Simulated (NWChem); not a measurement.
System: SnNH3O, singlet; SMILES [NH2][Sn][OH]

Here is an NWChem input.

```
start job
memory heap 200 mb stack 900 mb global 1100 mb
geometry units angstroms noautoz
  Sn    -0.377638     0.022619     0.000000
  O      0.942646     1.529759     0.000000
  H      1.870809     1.268166     0.000000
  N      1.006076    -1.475020     0.000000
  H      2.016156    -1.361649     0.000000
  H      0.760739    -2.460560     0.000000
end
basis spherical
  Sn library def2-svp
  O library def2-svp
  H library def2-svp
  N library def2-svp
end
ecp
  Sn library def2-ecp
end
dft
  xc bhlyp
  iterations 150
  mulliken
end
task dft energy
```

NWChem printed, in part:

```
             Northwest Computational Chemistry Package (NWChem) 7.3.0
             --------------------------------------------------------

 CS  symmetry detected

                             Geometry "geometry" -> ""
                             -------------------------

 Output coordinates in angstroms (scale by  1.889725989 to convert to a.u.)

  No.       Tag          Charge          X              Y              Z
 ---- ---------------- ---------- -------------- -------------- --------------
    1 Sn                  50.0000    -0.38218207     0.02633096     0.00000000
    2 O                    8.0000     0.98056743     1.49518583     0.00000000
    3 H                    1.0000     1.90088853     1.20721616     0.00000000
    4 N                    7.0000     0.95823660    -1.51017963     0.00000000
    5 H                    1.0000     1.97114015    -1.42567529     0.00000000
    6 H                    1.0000     0.68487918    -2.48831820     0.00000000

 Effective nuclear repulsion energy (a.u.)     251.9408288447

      Symmetry information
      --------------------

 Group name             Cs
 Group number              2
 Group order               2
 No. of unique centers     6

                                 NWChem DFT Module
                                 -----------------

 Summary of "ao basis" -> "ao basis" (spherical)
 ------------------------------------------------------------------------------
       Tag                 Description            Shells   Functions and Types
 ---------------- ------------------------------  ------  ---------------------
 Sn                         def2-svp                10       26   4s4p2d
 O                          def2-svp                 6       14   3s2p1d
 H                          def2-svp                 3        5   2s1p
 N                          def2-svp                 6       14   3s2p1d

      Symmetry analysis of basis
      --------------------------

        a'         50
        a"         19

            General Information
            -------------------
          SCF calculation type: DFT
          Wavefunction type:  closed shell.
          No. of atoms     :     6
          No. of electrons :    40
           Alpha electrons :    20
            Beta electrons :    20
          Charge           :     0
          Spin multiplicity:     1
          Use of symmetry is: on ; symmetry adaption is: on
          Maximum number of iterations: 150
          AO basis - number of functions:    69
                     number of shells:    31
          Convergence on energy requested:  1.00D-06
          Convergence on density requested:  1.00D-05
          Convergence on gradient requested:  5.00D-04

              XC Information
              --------------
                        BHLYP Method XC Functional
                     Hartree-Fock (Exact) Exchange  0.500
                        Slater Exchange Functional  0.500 local
                    Becke 1988 Exchange Functional  0.500 non-local
              Lee-Yang-Parr Correlation Functional  1.000

             Grid Information
             ----------------
          Grid used for XC integration:  medium
          Radial quadrature: Mura-Knowles
          Angular quadrature: Lebedev.
          Tag              B.-S. Rad. Rad. Pts. Rad. Cut. Ang. Pts.
          ---              ---------- --------- --------- ---------
          Sn                  1.45      123           9.0       590
          O                   0.60       49          11.0       434
          H                   0.35       45          11.0       434
          N                   0.65       49           8.0       434
          Grid pruning is: on
          Number of quadrature shells:   356
          Spatial weights used:  Erf1

      Superposition of Atomic Density Guess
      -------------------------------------

 Sum of atomic energies:        -379.52891549

      Non-variational initial energy
      ------------------------------

 Total energy =    -344.273156
 1-e energy   =    -803.571989
 2-e energy   =     333.931814
 HOMO         =      -0.295041
 LUMO         =      -0.031279

      Symmetry analysis of molecular orbitals - initial
      -------------------------------------------------

  Numbering of irreducible representations:

     1 a'          2 a"

  Orbital symmetries:

     1 a'          2 a'          3 a'          4 a'          5 a'
     6 a"          7 a'          8 a'          9 a'         10 a"
    11 a"         12 a'         13 a'         14 a'         15 a'
    16 a'         17 a"         18 a'         19 a"         20 a'
    21 a"         22 a'         23 a'         24 a'         25 a'
    26 a'         27 a'         28 a"         29 a'         30 a'

     ---------------------------------------------
      Total Density - Mulliken Population Analysis
     ---------------------------------------------

    Atom       Charge   Shell Charges
 -----------   ------   -------------------------------------------------------
    1 Sn  22    20.84   1.60  0.43  1.16  0.69  3.27  2.72  0.56  0.30  9.78  0.32
    2 O    8     8.99   1.99  1.12  0.68  3.12  2.08  0.00
    3 H    1     0.67   0.53  0.08  0.06
    4 N    7     7.96   1.99  1.04  0.50  2.59  1.83  0.01
    5 H    1     0.77   0.59  0.14  0.04
    6 H    1     0.77   0.59  0.13  0.05

   convergence    iter        energy       DeltaE   RMS-Dens  Diis-err
 ---------------- ----- ----------------- --------- --------- ---------
 d= 0,ls=0.0,diis     1   -345.7640876448 -4.71D+02  1.79D-02  7.54D-01
 d= 0,ls=0.0,diis     2   -345.7084030494  5.57D-02  8.94D-03  1.42D+00
 d= 0,ls=0.0,diis     3   -345.8583728237 -1.50D-01  1.13D-03  8.13D-03
 d= 0,ls=0.0,diis     4   -345.8587934646 -4.21D-04  5.97D-04  4.32D-03
 d= 0,ls=0.0,diis     5   -345.8592725208 -4.79D-04  1.27D-04  1.53D-04
  Resetting Diis
 d= 0,ls=0.0,diis     6   -345.8592924276 -1.99D-05  3.18D-05  1.64D-06
 d= 0,ls=0.0,diis     7   -345.8592928860 -4.58D-07  1.04D-05  1.59D-07
 d= 0,ls=0.0,diis     8   -345.8592929239 -3.78D-08  3.31D-06  6.15D-08

         Total DFT energy =     -345.859292923884
      One electron energy =     -806.875977695626
           Coulomb energy =      370.261139883618
    Exchange-Corr. energy =      -34.611472943533
 Nuclear repulsion energy =      125.367017831657

 Numeric. integr. density =       39.999989587167

                  Occupations of the irreducible representations
                  ----------------------------------------------

                     irrep           alpha         beta
                     --------     --------     --------
                     a'               15.0         15.0
                     a"                5.0          5.0

                       DFT Final Molecular Orbital Analysis
                       ------------------------------------

 Vector   18  Occ=2.000000D+00  E=-3.599464D-01  Symmetry=a"
              MO Center=  8.8D-01,  1.2D+00,  2.6D-14, r^2= 1.5D+00
   Bfn.  Coefficient  Atom+Function         Bfn.  Coefficient  Atom+Function
  ----- ------------  ---------------      ----- ------------  ---------------
    32      0.566541  2 O  pz                35      0.444597  2 O  pz
    13      0.144800  1 Sn pz                16      0.134054  1 Sn pz
    51     -0.132172  4 N  pz                54      0.103456  4 N  pz
    20      0.059624  1 Sn d  1              10     -0.052299  1 Sn pz
     7     -0.049647  1 Sn pz                25     -0.045949  1 Sn d  1

 Vector   19  Occ=2.000000D+00  E=-3.055126D-01  Symmetry=a"
              MO Center=  8.9D-01, -1.2D+00, -2.9D-15, r^2= 1.8D+00
   Bfn.  Coefficient  Atom+Function         Bfn.  Coefficient  Atom+Function
  ----- ------------  ---------------      ----- ------------  ---------------
    51      0.529338  4 N  pz                54     -0.477044  4 N  pz
    32      0.200645  2 O  pz                35      0.171098  2 O  pz
    13     -0.106831  1 Sn pz                16     -0.097562  1 Sn pz
    18     -0.073139  1 Sn d -1              23      0.051965  1 Sn d -1
    10      0.038892  1 Sn pz                 7      0.036683  1 Sn pz

 Vector   20  Occ=2.000000D+00  E=-3.006932D-01  Symmetry=a'
              MO Center= -5.6D-01,  4.4D-02, -8.5D-15, r^2= 3.0D+00
   Bfn.  Coefficient  Atom+Function         Bfn.  Coefficient  Atom+Function
  ----- ------------  ---------------      ----- ------------  ---------------
     3      0.537724  1 Sn s                  4      0.358739  1 Sn s
    11     -0.336369  1 Sn px                 2     -0.218995  1 Sn s
    14     -0.212129  1 Sn px                48     -0.189710  4 N  s
     1     -0.184224  1 Sn s                 31      0.181158  2 O  py
    49     -0.154697  4 N  px                34      0.149298  2 O  py

 Vector   21  Occ=0.000000D+00  E=-2.406390D-02  Symmetry=a"
              MO Center= -3.4D-01, -2.5D-02, -4.3D-15, r^2= 3.8D+00
   Bfn.  Coefficient  Atom+Function         Bfn.  Coefficient  Atom+Function
  ----- ------------  ---------------      ----- ------------  ---------------
    16      0.666970  1 Sn pz                13      0.457650  1 Sn pz
    54     -0.257704  4 N  pz                51      0.210017  4 N  pz
    35     -0.187587  2 O  pz                32     -0.175182  2 O  pz
    10     -0.153602  1 Sn pz                 7     -0.143808  1 Sn pz
    25      0.051419  1 Sn d  1              20     -0.048172  1 Sn d  1

 Vector   22  Occ=0.000000D+00  E= 3.929600D-02  Symmetry=a'
              MO Center= -5.0D-01, -4.6D-02, -9.1D-15, r^2= 5.1D+00
   Bfn.  Coefficient  Atom+Function         Bfn.  Coefficient  Atom+Function
  ----- ------------  ---------------      ----- ------------  ---------------
    15      0.942690  1 Sn py                48      0.553887  4 N  s
    29     -0.473251  2 O  s                 12      0.294393  1 Sn py
    61     -0.190504  5 H  s                 42      0.155630  3 H  s
    14      0.127668  1 Sn px                17      0.125560  1 Sn d -2
     9     -0.111998  1 Sn py                 3      0.109239  1 Sn s

 Vector   23  Occ=0.000000D+00  E= 6.769071D-02  Symmetry=a'
              MO Center=  7.3D-01, -4.3D-01, -1.0D-14, r^2= 6.0D+00
   Bfn.  Coefficient  Atom+Function         Bfn.  Coefficient  Atom+Function
  ----- ------------  ---------------      ----- ------------  ---------------
    48      1.059047  4 N  s                 14     -0.780451  1 Sn px
    66     -0.478085  6 H  s                 61     -0.450612  5 H  s
    29      0.443209  2 O  s                  4     -0.391880  1 Sn s
    42     -0.270854  3 H  s                 34     -0.203469  2 O  py
    31     -0.166464  2 O  py                47      0.165333  4 N  s

     ---------------------------------------------
      Total Density - Mulliken Population Analysis
     ---------------------------------------------

    Atom       Charge   Shell Charges
 -----------   ------   -------------------------------------------------------
    1 Sn  22    21.30   1.60  0.43  1.25  0.53  3.26  2.74  0.89  0.44  9.75  0.41
    2 O    8     8.58   1.99  1.07  0.72  2.83  1.97  0.01
    3 H    1     0.83   0.68  0.08  0.07
    4 N    7     7.54   1.99  0.97  0.51  2.40  1.66  0.01
    5 H    1     0.88   0.70  0.13  0.05
    6 H    1     0.87   0.70  0.12  0.05

     -------------------------------------------
      Total Density - Lowdin Population Analysis
     -------------------------------------------

    Atom       Charge   Shell Charges
 -----------   ------   -------------------------------------------------------
    1 Sn  22    21.49   1.19  0.79  0.97  0.72  3.01  2.82  1.06  0.64  9.49  0.81
    2 O    8     8.37   1.97  0.90  0.65  2.69  2.14  0.01
    3 H    1     0.94   0.56  0.19  0.19
    4 N    7     7.31   1.97  0.73  0.47  2.22  1.90  0.02
    5 H    1     0.95   0.60  0.23  0.13
    6 H    1     0.94   0.60  0.22  0.13

     Multipole analysis of the density
     ---------------------------------

     L   x y z        total         alpha         beta         nuclear
     -   - - -        -----         -----         ----         -------
     0   0 0 0      0.000000    -20.000000    -20.000000     40.000000

     1   1 0 0      0.155114    -10.033514    -10.033514     20.222143
     1   0 1 0     -0.931398      0.230917      0.230917     -1.393233
     1   0 0 1      0.000000      0.000000      0.000000      0.000000

     2   2 0 0    -24.416459    -57.383694    -57.383694     90.350929
     2   1 1 0     -1.101298      0.952291      0.952291     -3.005880
     2   1 0 1      0.000000      0.000000      0.000000      0.000000
     2   0 2 0    -28.774467    -92.140096    -92.140096    155.505725
     2   0 1 1      0.000000      0.000000      0.000000      0.000000
     2   0 0 2    -26.404693    -13.202346    -13.202346      0.000000
```

Level: BHandHLYP/def2-SVP with def2 effective core potentials on Sn. Low-valent species are run as closed-shell singlets; no triplet was tried in these runs. Structure relaxed at the PBE0/def2-SVP level. def2 effective core potentials on Sn; no spin-orbit coupling.
